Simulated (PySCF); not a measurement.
4-methoxybutan-2-one (COCCC(C)=O, C5H10O2)

Geometry:
| atom | x (Å) | y (Å) | z (Å) |
| --- | --- | --- | --- |
| C1 | 2.251 | -1.132 | 0.525 |
| O2 | 0.998 | -0.596 | 0.236 |
| C3 | 1.042 | 0.737 | -0.185 |
| C4 | -0.380 | 1.230 | -0.375 |
| C5 | -1.128 | 1.167 | 0.949 |
| C6 | -2.073 | 0.015 | 1.139 |
| O7 | -0.916 | 1.991 | 1.807 |
| H8 | 2.917 | -1.127 | -0.361 |
| H9 | 2.110 | -2.173 | 0.847 |
| H10 | 2.761 | -0.578 | 1.337 |
| H11 | 1.547 | 1.372 | 0.572 |
| H12 | 1.613 | 0.831 | -1.132 |
| H13 | -0.350 | 2.280 | -0.699 |
| H14 | -0.877 | 0.629 | -1.152 |
| H15 | -2.868 | 0.039 | 0.376 |
| H16 | -2.513 | 0.043 | 2.143 |
| H17 | -1.508 | -0.918 | 0.988 |

Method used: PySCF 2.14.0, TDDFT CAM-B3LYP/aug-cc-pVDZ excited states, vertical, gas phase. Geometry: PBE0-D3(BJ)/def2-SVP.

(1) Give the one- and two-photon strengths of the lowest singlets.

Answers

(1) δ for parallel linear polarisation; σ at the peak of a Lorentzian of half width 0.1 eV, single beam; Ω is circular over linear.
```
state  E (eV)      f  photon λ (nm)  δ (au)  σ (GM)     Ω                                    main
   S1    4.45  0.000            557    0.56    0.00  0.80      HOMO→LUMO+4 0.61, HOMO→LUMO+2 0.11
   S2    6.53  0.022            380    36.7    0.57  0.77        HOMO→LUMO 0.53, HOMO→LUMO+2 0.14
   S3    6.75  0.030            367    61.9    1.03  1.29                        HOMO−1→LUMO 0.74
   S4    7.09  0.006            350    21.2    0.39  1.32  HOMO−1→LUMO+1 0.42, HOMO−1→LUMO+4 0.25
   S5    7.12  0.002            348     123    2.29  0.52      HOMO→LUMO+2 0.40, HOMO→LUMO+1 0.15
   S6    7.22  0.009            344     187    3.57  0.26      HOMO→LUMO+1 0.27, HOMO→LUMO+2 0.20
```

Among these, the strongest one-photon state is S3, the strongest two-photon state S6, with a dipole change of 1.9 D (relaxed, norm of the difference vector).
